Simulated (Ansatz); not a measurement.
A nudged elastic band was laid between two geometries of BrF2HSi + H2 (7 atoms, charge 0, multiplicity 1).

These are results of RKS PBE/def2-SVP in Ansatz 0.2.0, not measurements.

| Property | Result |
| --- | --- |
| movable images | 5 |
| climbing image | yes |
| spring | 5.0 eV/Å² |
| optimiser | quadratic models (default) |
| start path | through a guess of the saddle point |
| force threshold | 0.05 eV/Å |
| iteration limit | 60 |
| end points | relaxed |

Initial state:

```xyz
7
Properties=species:S:1:pos:R:3
Si -0.728 -0.466 0.837
Br 0.628 -2.194 0.653
F -1.989 -0.663 -0.163
F 0.055 0.877 0.366
H -1.213 -0.289 2.229
H 1.827 1.418 -2.283
H 1.420 1.317 -1.639
```

Final state:

```xyz
7
Properties=species:S:1:pos:R:3
Si -0.399 0.776 0.476
Br 1.753 -2.289 -0.889
F -0.822 -0.097 -0.850
F -1.552 1.905 0.677
H -0.409 -0.136 1.656
H 0.533 -1.617 -1.261
H 0.896 1.458 0.191
```

Which bonds break or form, and what moves?

Bonds broken: Si1–Br2, H6–H7. Bonds formed: Si1–H7, Br2–H6. BrF2HSi + H2 becomes BrH + F2H2Si.

Give the energies along the band, and the barrier.

The run converged. The highest image is number 3 of 0 to 6, 185.4 kJ/mol above the first end and 124.7 kJ/mol above the last; the last end lies 60.7 kJ/mol above the first. Neighbouring images differ by up to 1.3 eV, so the band resolves the path poorly. A vibrational analysis at the climbing image gives one clearly imaginary mode, 708i cm⁻¹: a first-order saddle point. The orbitals stay closed-shell, which can raise the energy where a bond breaks towards radicals; this wasn't checked here.

```tsv
image	path coordinate (Å)	energy (kJ/mol)	Si1–Br2 (Å)	H6–H7 (Å)	Si1–H7 (Å)
0	0.00	0.0	2.20	0.77	3.73
1	1.23	3.9	2.21	0.77	3.27
2	2.46	62.4	2.26	0.77	2.57
3	3.68	185.4	2.59	0.95	1.70
4	4.77	81.2	3.41	1.71	1.51
5	5.85	69.1	3.71	2.59	1.49
6	6.93	60.7	3.99	3.42	1.49
```

What is the geometry of the highest image?


```xyz
7
Properties=species:S:1:pos:R:3
Si -0.389 0.146 0.283
Br 1.019 -1.917 -0.403
F -1.622 -0.351 -0.641
F -0.731 1.742 0.469
H -0.248 -0.296 1.688
H 1.107 -0.122 -0.726
H 0.864 0.798 -0.670
```

Run time: 2.2 min on 2 threads of Arm Neoverse V1, on a shared host, peak memory 0.13 GiB.
